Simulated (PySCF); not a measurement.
**How methods differ on the ionisation energy of Ca⁺**

Ca⁺ [Ar] 4s1 (2S) → Ca²⁺ [Ar] (1S), as a difference of total energies. Computed with PySCF 2.14 in aug-cc-pwCVTZ-X2C, with the spin-free X2C one-electron Hamiltonian (Gaussian nucleus). Correlated levels: nothing frozen. The calculations carry no spin-orbit coupling.

Order these methods by the ionisation energy they give, lowest first.
A. CCSD (all electrons)
B. SCS-MP2 (all electrons)
C. CCSD(T) (all electrons)
D. UHF

D (11.357 eV), B (11.740 eV), A (11.803 eV), C (11.835 eV).

Errors of the correlated levels include the incompleteness of this basis.

For comparison: 11.872 eV (measured; NIST Atomic Spectra Database, ionization energies).
